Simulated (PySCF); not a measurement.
CH7NOSi2, SMILES C1N[SiH2]O[SiH2]1.

Geometry optimised at TPSSh-D3(BJ)/def2-SVP. The structure was generated by enumeration, and PubChem lists no compound with its InChIKey, so it may never have been made. The values are those of a single conformer.

Two levels are set side by side: TDDFT-PBE/def2-SVPD (PySCF) and TDDFT-LC-ωPBE/def2-SVPD (PySCF). Vertical, same geometry. The lowest singlet is HOMO→LUMO 100 % with PBE and HOMO→LUMO+2 33 %, HOMO→LUMO 27 %, HOMO→LUMO+1 26 %, HOMO→LUMO+4 7 % with the other functional; states are paired by order. Differences are taken from unrounded values.

```
quantity                              TDDFT-LC-ωPBE  TDDFT-PBE  TDDFT-PBE minus TDDFT-LC-ωPBE
------------------------------------  -------------  ---------  -----------------------------
lowest singlet excitation (eV)                 6.51       4.83                          -1.69
lowest triplet excitation (TDA) (eV)           6.12       4.73                          -1.39
```

Functionals without exact exchange tend to place singlet excitations lower, as here. Differences between two approximate levels are no errors against the true value.

Rough cost on one machine, each run with all the roots and properties that it gave: TDDFT-LC-ωPBE against TDDFT-PBE about 5 times.
